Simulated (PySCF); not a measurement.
# [Eu(NH2)3]− at several levels of theory

Computed with PySCF 2.14.0 (density fitting, no spin-orbit coupling) at the geometry relaxed with PBE0:

```xyz
10
[Eu(NH2)3]− (singlet in the valence; each metal's 4f electrons, 7 of them, lie in its core potential, out of spins and levels)
Eu   -0.0056    0.0097    0.0000
N     2.4170   -0.0065   -0.2079
H     3.0365   -0.8234   -0.2275
H     3.0667    0.7778   -0.3242
N    -1.2206    2.1142    0.0006
H    -2.2314    2.2672   -0.0713
H    -0.8478    3.0660    0.0730
N    -1.2028   -2.0965    0.2072
H    -2.2069   -2.2671    0.3237
H    -0.8051   -3.0415    0.2263
```

```tsv
level	basis	state	HOMO (eV)	gap (eV)	charge on Eu1 (e)	population of f-type functions on Eu1 (polarisation alone where 4f lies in the core)	dipole about the centre of mass (D)	largest force component (eV/Å)
PBE0	Eu lcecp-0-SVP with ECP53, N def2-SVP, H def2-SVP	singlet	–	–	0.42	0.03	0.00	0.02
M06-L	the same	singlet	–	–	0.55	0.02	0.01	0.09
r2SCAN	the same	singlet	–	–	0.37	0.02	0.00	0.12
```

In the lcecp rows the 4f levels are missing from HOMO and gap, and the state counts the valence alone.

Charges are Mulliken's, which hang on the basis. The relaxation used the grid (50, 194), these runs (75, 302) or, all-electron (x2c bases, spin-free X2C Hamiltonian), (99, 590).

Question: What does PBE0 with Eu lcecp-0-TZVP with ECP53, N def2-TZVP, H def2-TZVP give here?

Answer: state singlet, charge on Eu1 (e) 1.10, population of f-type functions on Eu1 (polarisation alone where 4f lies in the core) 0.03, dipole about the centre of mass (D) 0.01, largest force component (eV/Å) 0.50. Time: 16 s on 2 threads of AMD EPYC 7R43 64-Core Processor (Zen 3) (shared host), from free ions and atoms.

An lcecp potential fixes the number of 4f electrons, so in runs with it no electron can move into or out of that shell.
